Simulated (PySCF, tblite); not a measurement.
Species: C4H7NSi.
Structure used (GFN2-xTB), in Å, numbered top down from 1:
```xyz
13
C4H7NSi angstrom
N     -2.557   -0.397    1.723
C     -1.821   -0.298    0.852
C     -0.857   -0.164   -0.202
C     -0.095    1.185   -0.148
Si     1.587    0.279   -0.262
C      0.331   -1.151   -0.056
H     -1.367   -0.294   -1.159
H     -0.378    1.868   -0.946
H     -0.263    1.701    0.797
H      2.227    0.345   -1.576
H      2.529    0.496    0.832
H      0.318   -1.947   -0.797
H      0.341   -1.622    0.926
```

Method used: CAM-B3LYP/def2-SVPD in PySCF (dipole) on a GFN2-xTB geometry, gas phase.

Masses are those of the commonest isotopes; rigid-rotor values at the optimised geometry. The values belong to one conformer with, in the numbering `[N:1]#[C:2][CH:3]1[CH2:4][SiH2:5][CH2:6]1`, C2–C3–C4–Si5 129°, C3–C4–Si5–C6 -8°, C4–Si5–C6–C3 8°, C2–C3–C6–Si5 -129°.

Question: What are A, B and C (MHz)?

Answer: Ia = 66.87, Ib = 283.73, Ic = 311.31 u·Å²; 505379 MHz·u·Å²/I gives A = 7557, B = 1781, C = 1623 MHz.

Question: What kind of rotor is it?

Answer: A near-prolate asymmetric top; Ray's κ = -0.947.

Question: What does the inertial defect say?

Answer: Not planar: Δ = Ic − Ia − Ib = -39.29 u·Å². For a rigid frame Δ = −2 Σ m c², so Σ m c² = 19.64 u·Å² lies off the ab plane: 8.99 from hydrogen and 10.65 from heavier atoms. The atom farthest from that plane is 1.73 Å away.

Question: Where do the levels up to J = 2 lie, in MHz?

Answer: Above 0(0,0):
J = 1: 1(0,1) 3405, 1(1,1) 9181, 1(1,0) 9339
J = 2: 2(0,2) 10210, 2(1,2) 15832, 2(1,1) 16306, 2(2,1) 33634, 2(2,0) 33637

Question: Which types of transition are allowed, and where do some lines up to J = 2 fall?

Answer: The dipole components are |μa| = 4.05 D, |μb| = 0.00 D, |μc| = 1.44 D; the mirror of this Cs structure is the ac plane, so μb vanishes by symmetry (the 0.01 D computed is a residue) and there are no b-type lines. Intensities carry the squares of the components, which stand as 1.00 : 0.13 (a : c). Some lines, for components of 0.1 D or more:

```
type  branch         J(Ka,Kc)    MHz  lower level (cm⁻¹)
   a       Q  2(1,1) ← 2(1,2)    473               0.528
   a       R  1(0,1) ← 0(0,0)   3405               0.000
   c       Q  2(1,2) ← 2(0,2)   5622               0.341
   c       Q  1(1,1) ← 1(0,1)   5776               0.114
   a       R  2(1,2) ← 1(1,1)   6651               0.306
   a       R  2(0,2) ← 1(0,1)   6806               0.114
   a       R  2(1,1) ← 1(1,0)   6967               0.312
   c       R  1(1,0) ← 0(0,0)   9339               0.000
   c       R  2(1,1) ← 1(0,1)  12901               0.114
   c       Q  2(2,1) ← 2(1,1)  17329               0.544
   c       R  2(2,0) ← 1(1,0)  24299               0.312
   c       R  2(2,1) ← 1(1,1)  24453               0.306
```

Question: Estimate the classical rotational partition function at 10 K, 298.15 K and 500 K.

Answer: Point group Cs, symmetry number σ = 1; q = (√π/σ)·√((kT/h)³/(ABC)), k/h = 20836.6 MHz/K: 1140 at 10 K, 186000 at 298.15 K, 403000 at 500 K.

Its GFN2-xTB frequencies are all real (lowest 48 cm⁻¹). Constants of a rigid frame at the computed geometry: no zero-point averaging, no centrifugal distortion. Quadrupole hyperfine structure (14N) is left out.
